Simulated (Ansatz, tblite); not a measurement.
Isomers of Si4Ge6 (singlet), found by a short tight-binding search and relaxed with PBE-D4/def2-SVP in Ansatz.

The xTB rows come from tblite.

Other spin states weren't relaxed.

A:

| atom | x (Å) | y (Å) | z (Å) |
| --- | --- | --- | --- |
| Si1 | 0.810 | 0.581 | -1.341 |
| Si2 | 1.628 | -0.393 | 1.023 |
| Si3 | 0.656 | -1.909 | -0.543 |
| Si4 | 1.504 | 2.014 | 0.362 |
| Ge5 | 0.130 | -0.271 | 3.034 |
| Ge6 | -1.804 | -0.496 | -1.038 |
| Ge7 | -1.174 | 2.107 | -1.083 |
| Ge8 | -1.018 | -1.608 | 1.188 |
| Ge9 | -0.808 | 1.230 | 1.204 |
| Ge10 | 0.075 | -1.255 | -2.807 |

B:

```xyz
10

Si   -1.488   -1.044    0.127
Si    0.000    2.916   -0.099
Si    0.816   -0.986    1.295
Si    2.751   -1.022    0.006
Ge   -0.947    1.132   -1.456
Ge    1.701    1.193   -0.134
Ge   -1.255   -1.035    2.554
Ge   -0.797    1.225    1.441
Ge    0.800   -1.191   -1.460
Ge   -1.580   -1.190   -2.273
```

Task: Estimate which lies lowest at each level, and how far above it the others are (kJ/mol).

Result: 
```
              level     A     B
           GFN1-xTB  47.6   0.0
           GFN2-xTB   0.0  11.8
   PBE-D4/def2-TZVP   0.0  17.7
r2SCAN-D4/def2-TZVP   0.0   4.8
  PBE0-D4/def2-TZVP   0.0   5.7
```
Point groups (tolerance 0.1 Å): A not assigned, B not assigned. Lower isomers may exist.
